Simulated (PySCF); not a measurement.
# Spin-Hamiltonian simulation

Molecule: BEt2(vinyl), C6H13B.

Cartesian coordinates in Å; atom numbers follow the order of the lines, from 1:
```xyz
20

B    -0.1913   -0.0622    0.0022
C     1.3843   -0.1262   -0.0784
C     1.9596   -0.3003    1.3345
H     1.7691    0.8173   -0.5049
H     1.7528   -0.9396   -0.7250
H     3.0610   -0.2941    1.3311
H     1.6303    0.5059    2.0097
H     1.6371   -1.2525    1.7849
C    -0.8951    1.3060    0.3551
C    -1.3141    1.9714   -0.9657
H    -0.2267    1.9870    0.9079
H    -1.7942    1.1487    0.9758
H    -1.8082    2.9411   -0.7953
H    -0.4463    2.1585   -1.6188
H    -2.0172    1.3411   -1.5339
C    -1.0864   -1.3171   -0.2623
C    -0.6025   -2.5328   -0.5629
H    -2.1778   -1.2234   -0.1720
H     0.4743   -2.7076   -0.6685
H    -1.2462   -3.4070   -0.7140
```

Theoretical values (PySCF 2.14): σ from GIAO-KT2/pcSseg-1, couplings computed with B3LYP/pcJ-1 (spin–dipole term only in couplings to heteroatoms), PBE0-D3(BJ)/def2-SVP structure. A single conformation, relativity neglected, no solvent model, equivalent nuclei averaged.

Scale: ¹H (31.18 ppm) against TMS (reference shieldings calculated alike).

Shifts (ppm): H4/H5 1.28, H6/H7/H8 0.91.
Couplings (Hz): H4–H5: -11.1; H4–H6, H4–H7, H4–H8, H5–H6, H5–H7, H5–H8: 9.4; H6–H7, H6–H8, H7–H8: -14.2.

The 5-spin Hamiltonian (Zeeman plus full scalar coupling among like nuclei) was diagonalised exactly; lines are Lorentzian, 1.0 Hz wide, and the maxima above 3 % are listed with the tallest set to 100.

(1) Give the ¹H peak list of this spin system at 200 MHz.

(2) And at 700 MHz?

(3) Among coupled protons with different shifts, which pair is furthest from first order, and how does the field change that?

Results:

(1) 
Hz from δ = 0 (height): 271.8 (10), 269.9 (11), 263.3 (15), 261.3 (38), 260.8 (36), 253.3 (27), 251.7 (53), 243.8 (22), 242.2 (23), 191.7 (40), 190.6 (63), 182.0 (100), 173.2 (24), 172.2 (36), 170.8 (20)

(2) 
δ in ppm (height): 1.300 (13), 1.287 (45), 1.274 (48), 1.260 (17), 0.923 (51), 0.910 (100), 0.896 (44)

(3) H4 and H6: Δν/J is about 7.9 at 200 MHz (intermediate, with clear roofing) and 27.6 at 700 MHz (close to first order). J in Hz doesn't depend on the field, while Δν in Hz grows in proportion to it. The system also holds chemically equivalent protons that couple differently to a partner (AA′BB′ or AA′XX′ type), and that part stays second order at any field.

Unscaled 3J(H,H) at this level run about 10 % above measured values.
